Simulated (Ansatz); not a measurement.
Start from `OBCBr` and change one atom or group to get `CBCBO`.

Ansatz, PBE0-D4/def2-TZVP geometries, multiplicity 1. Each molecule was computed in one conformer, which needn't be the lowest.

Scalar relativity is left out up to krypton.

```json
{"property": "HOMO–LUMO gap (B3LYP/def2-TZVPP) / eV", "`OBCBr`": "6.48"}
{"property": "LUMO energy (PBE0/def2-TZVPP) / eV", "`OBCBr`": "-0.87"}
{"property": "size of the dipole moment (ωB97M-V/def2-TZVPP) / D", "`OBCBr`": "2.15"}
{"property": "LUMO energy (ωB97M-V/def2-TZVPP) / eV", "`OBCBr`": "1.10"}
{"property": "HOMO energy (ωB97M-V/def2-TZVPP) / eV", "`OBCBr`": "-10.07"}
{"property": "HOMO energy (PBE/def2-TZVPP) / eV", "`OBCBr`": "-6.56"}
```

(1) Give the same properties after the change, and the shifts. (Estimate.)

Results:

(1) The calculation gave: 
```tsv
property	`CBCBO`	shift
HOMO–LUMO gap (B3LYP/def2-TZVPP) / eV	7.00	0.52
LUMO energy (PBE0/def2-TZVPP) / eV	-1.03	-0.16
size of the dipole moment (ωB97M-V/def2-TZVPP) / D	2.07	-0.08
LUMO energy (ωB97M-V/def2-TZVPP) / eV	0.93	-0.17
HOMO energy (ωB97M-V/def2-TZVPP) / eV	-10.76	-0.69
HOMO energy (PBE/def2-TZVPP) / eV	-7.06	-0.50
```

With PBE0 the HOMO falls by 0.61 eV and the LUMO falls by 0.16 eV, so the gap widens by about 0.45 eV. PBE moves the HOMO by -0.50 eV and ωB97M-V by -0.69 eV. Dipoles are sizes alone; their direction can turn.

B3LYP here is the variant with VWN-RPA as its local correlation; programs differ in this.

Spin–orbit coupling is left out; it splits and shifts lone-pair levels of the heavy atoms by tenths of an eV.
